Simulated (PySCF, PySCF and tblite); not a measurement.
A run on one conformer of C₄H₉FSSi, numbered as in [F:1][C@H:2]1[S:3][CH2:4][CH2:5][C@@H:6]1[SiH3:7], from an ensemble study. The sound level was PBE0/pcSseg-1 on GFN2-xTB geometries.

Input:

```
{"job": {"xc": "OLYP", "basis": "def2-SVP", "scf": {"aux": "sto-3g", "max_cycle": 76}, "kind": "nmr", "pop": false}, "charge": 0, "multiplicity": 1}
F     -0.259405     2.578743    -0.292069
C      0.269041     1.479914     0.351905
S     -0.859243     0.929138     1.664846
C     -1.561081    -0.423471     0.645145
C     -1.013090    -0.226498    -0.757989
C      0.407584     0.316851    -0.607812
Si     1.666982    -0.967618     0.038918
H      1.202791     1.820216     0.807126
H     -2.646227    -0.359559     0.692260
H     -1.233317    -1.366849     1.082019
H     -1.033822    -1.163966    -1.314852
H     -1.626502     0.505446    -1.290899
H      0.753302     0.712552    -1.568448
H      2.994628    -0.366686    -0.079447
H      1.400986    -1.311896     1.433222
H      1.529773    -2.147372    -0.815336
```

Command: OMP_NUM_THREADS=1 python ens_run.py task.json out

Output:

```
final grid: 128456 points
cycle   1  E = -952.0731953027  dE = -1.053e-01  |g| = 5.879e-01  |ddm| = 4.514e+00
cycle   2  E = -952.0183265862  dE =  5.487e-02  |g| = 8.409e-01  |ddm| = 1.573e+00
cycle   3  E = -952.1593877791  dE = -1.411e-01  |g| = 1.007e-01  |ddm| = 1.066e+00
cycle   4  E = -952.1613423163  dE = -1.955e-03  |g| = 4.511e-02  |ddm| = 1.862e-01
cycle   5  E = -952.1618904963  dE = -5.482e-04  |g| = 1.271e-02  |ddm| = 7.904e-02
cycle   6  E = -952.1619354817  dE = -4.499e-05  |g| = 2.501e-03  |ddm| = 1.910e-02
cycle   7  E = -952.1619370035  dE = -1.522e-06  |g| = 1.006e-03  |ddm| = 4.017e-03
cycle   8  E = -952.1619372593  dE = -2.557e-07  |g| = 2.431e-04  |ddm| = 1.915e-03
cycle   9  E = -952.1619372774  dE = -1.816e-08  |g| = 4.272e-05  |ddm| = 5.096e-04
cycle  10  E = -952.1619372779  dE = -4.600e-10  |g| = 1.995e-05  |ddm| = 1.134e-04
converged SCF energy = -952.1619372779

GIAO shielding tensors (ppm)
atom      isotropic    diamagn.    paramagn.     s11        s22        s33       span
  0 F      315.232     472.524    -157.292    252.985    302.267    390.443    137.459
  1 C      116.830     251.580    -134.750     79.734    121.892    148.862     69.128
  2 S      534.513    1058.321    -523.808    402.333    440.528    760.679    358.346
  3 C      159.202     248.297     -89.095    142.866    159.770    174.970     32.104
  4 C      162.483     249.337     -86.854    146.917    168.636    171.894     24.977
  5 C      174.055     257.527     -83.472    161.812    169.623    190.730     28.918
  6 Si     490.607     876.905    -386.298    475.796    485.170    510.855     35.059
  7 H       32.006      38.429      -6.423     28.116     31.662     36.241      8.126
  8 H       34.099      34.096       0.004     29.574     31.259     41.466     11.892
  9 H       34.670      38.022      -3.351     31.074     31.725     41.212     10.138
 10 H       35.289      39.334      -4.045     31.598     32.500     41.770     10.172
 11 H       34.778      37.144      -2.366     31.200     32.239     40.894      9.694
 12 H       35.950      40.702      -4.751     32.106     33.229     42.516     10.410
 13 H       32.362      33.905      -1.543     28.615     29.861     38.610      9.995
 14 H       32.338      34.751      -2.413     27.920     32.222     36.873      8.953
 15 H       32.698      34.881      -2.183     28.814     30.519     38.761      9.947
```

**Question.** What is wrong with this calculation?

**Answer.** The setting at fault: fitting basis far too small. (The functional also differs from the sound level's.) Self-consistency was reached.
